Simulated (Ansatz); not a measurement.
Mulliken charges of C2H4ClNOSi, SMILES `N=C1OC1([SiH3])Cl` from r2SCAN/def2-TZVPP in Ansatz (PBE0-D4/def2-TZVP geometry).

| atom | x (Å) | y (Å) | z (Å) | charge (e) |
| --- | --- | --- | --- | --- |
| N1 | -2.026 | -1.318 | 0.209 | -0.307 |
| C2 | -1.048 | -0.630 | 0.539 | 0.217 |
| O3 | -0.087 | -0.497 | 1.468 | -0.253 |
| C4 | -0.160 | 0.476 | 0.339 | 0.098 |
| Si5 | 1.317 | 0.480 | -0.843 | 0.308 |
| Cl6 | -0.718 | 2.069 | 0.794 | -0.100 |
| H7 | -2.197 | -2.079 | 0.865 | 0.166 |
| H8 | 0.911 | 1.204 | -2.069 | -0.041 |
| H9 | 1.659 | -0.931 | -1.136 | -0.049 |
| H10 | 2.433 | 1.176 | -0.162 | -0.041 |

Q: By hand: the dipole of these point charges (1 e Å = 4.8032 D).

A: Σ q r = (0.295, -0.016, -0.334) e Å, of length 0.446 e Å = 2.14 D.

Q: How does the dipole of the full density compare? (Best estimate.)

A: The calculation gave: (0.315, -0.075, -0.050) e Å, 1.57 D; the point charges give 1.36 times that, at 41° from its direction.

Point charges leave out the atoms' own dipoles, such as those of lone pairs, and Mulliken's split depends on the basis, so the two needn't agree.
